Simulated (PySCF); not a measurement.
# Relaxation of triplet MoN(OH)

Method: UPBE0 in PySCF with Mo def2-TZVP with ECP28, N def2-TZVP, O def2-TZVP, H def2-TZVP; scalar-relativistic core potentials, no spin–orbit coupling; density-fitted integrals. A (50,194) grid was used.

A hand-made linear (heavy-atom frame) start, of Cs symmetry, held to at least that symmetry:

Coordinates in bohr (charge 0 multiplicity 3):
```
Mo   -0.0109    0.0000    0.1386
N    -0.0109    0.0000    3.5590
O    -0.0109    0.0000   -3.6598
H     1.3788    0.0000   -4.8259
```

Optimiser trace:
```tsv
step	E − E(last) (kJ/mol)	largest gradient (Eh/bohr)
0	131.23	0.10636
1	72.46	0.02770
2	64.37	0.02656
3	49.15	0.03106
4	43.87	0.02545
5	37.44	0.02535
6	30.98	0.02587
7	28.01	0.02661
8	20.72	0.02116
9	14.10	0.01185
10	12.48	0.02807
11	9.88	0.03350
12	7.39	0.01643
13	3.64	0.01075
14	2.44	0.01691
15	1.01	0.01178
16	0.13	0.00186
17	0.04	0.00319
18	0.00	0.00080
19	0.00	0.00033
20	0.00	0.00010
```

It ends at Cs with Mo–N 1.622 Å, Mo–O 1.914 Å, O–H 0.959 Å; H–O–Mo 121.8°, N–Mo–O 112.9° (after a last refinement on a finer grid). A frequency run shows a minimum. Other isomers or separated fragments may lie lower.

Final geometry:
Z-matrix (Å, degrees; charge 0 multiplicity 3):
```
Mo
N  1 1.6219
O  1 1.9138 2 112.90
H  3 0.9586 1 121.78 2 0.00
```

Other spin states or occupations of the open shell can lie lower.
